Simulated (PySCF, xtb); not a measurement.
PbI₂, SMILES [Pb]([I])[I] (connectivity only; charge and spin as stated), neutral, multiplicity 1.

Harmonic wavenumbers (cm⁻¹) from GFN2-xTB (xtb) at its own minimum, in rising order: 53, 185, 186.

Problem. What does PySCF with B3LYP-D3(BJ)/def2-SVP give at its own minimum? (The exact figures need the calculation; the answer reports its results.)

Solution. 47, 159, 162. Paired by order, the mean absolute difference is 19 cm⁻¹ and the zero-point energies are 0.6 and 0.5 kcal/mol.
